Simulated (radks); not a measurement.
Spherical quantum dot in the effective-mass picture: electrons in a parabolic well V = omega^2 r^2 / 2 with omega = 2.98, all in effective atomic units (hartree* = m*/eps^2 hartree, bohr* = eps/m* bohr), one dielectric constant everywhere. Method: non-relativistic Kohn-Sham, PBEsol, spin-polarised, spherical densities; computed with a radial shooting solver with Libxc functionals. Levels are named by radial order and angular momentum (1s, 1p, 1d, 2s, ...), and open shells are averaged over m. Results are scaled to m* = 0.132 and eps = 9.4, for which hartree* = 40.65 meV and bohr* = 3.768 nm.

N = 3, configuration 1s2 1p(up 1, down 0). This is the lowest configuration that the search found. Occupied and some empty levels:

level,occupation,eigenvalue (meV),<r> (nm)
1s up,1,293.63,2.632
1s down,1,298.55,2.615
1p up,1,400.40,3.427
1p down,0,406.51,3.429
1d up,0,512.01,4.060
1d down,0,517.96,4.073
2s up,0,519.86,3.771
2s down,0,523.50,3.788
1f up,0,626.38,4.607
1f down,0,631.58,4.624

Energy (meV): total 803.060, kinetic 300.98, external 369.23, Hartree 213.96, exchange-correlation -81.102.
